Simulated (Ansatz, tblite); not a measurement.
Removing an electron: HgBr₂⁻. Charge -1, multiplicity 2. Geometry: r2SCAN-D4/def2-TZVPD. Ansatz, gas phase; energy differences of separate SCF runs; the oxidised species is a singlet (the triplet lies 1.92 eV higher at PBE0-D4/def2-TZVPD).

```xyz
3

Hg   -0.625   -0.187   -0.152
Br    1.160   -1.013   -2.050
Br   -0.535    1.200    2.201
```

In the def2 sets Hg takes a core potential; there is no spin–orbit coupling. The xTB rows come from tblite. The structure comes from a short search, and lower isomers may exist.

**Question.** Estimate orbital energies and vertical ionisation energies at: GFN1-xTB; GFN2-xTB; PBE-D4/def2-TZVPD; r2SCAN-D4/def2-TZVPD; PBE0-D4/def2-TZVPD.

**Answer.** 
```json
{"level": "GFN1-xTB", "−HOMO (eV)": "–", "vertical IE (eV)": "6.09", "−LUMO (eV)": "–", "HOMO–LUMO gap (eV)": "–"}
{"level": "GFN2-xTB", "−HOMO (eV)": "–", "vertical IE (eV)": "7.56", "−LUMO (eV)": "–", "HOMO–LUMO gap (eV)": "–"}
{"level": "PBE-D4/def2-TZVPD", "−HOMO (eV)": "0.48", "vertical IE (eV)": "2.99", "−LUMO (eV)": "0.00", "HOMO–LUMO gap (eV)": "0.47"}
{"level": "r2SCAN-D4/def2-TZVPD", "−HOMO (eV)": "0.75", "vertical IE (eV)": "3.15", "−LUMO (eV)": "-0.14", "HOMO–LUMO gap (eV)": "0.89"}
{"level": "PBE0-D4/def2-TZVPD", "−HOMO (eV)": "1.34", "vertical IE (eV)": "3.10", "−LUMO (eV)": "-0.75", "HOMO–LUMO gap (eV)": "2.09"}
```

  HOMO and LUMO are the levels of the spin that leaves or enters (xTB has no such levels and no spin-polarisation term). Other spin states of the ions may lie lower, which would lower the ionisation energy or raise the affinity. Raw xTB energy differences between charge states are shifted by several eV; the methods need an empirical correction for them.
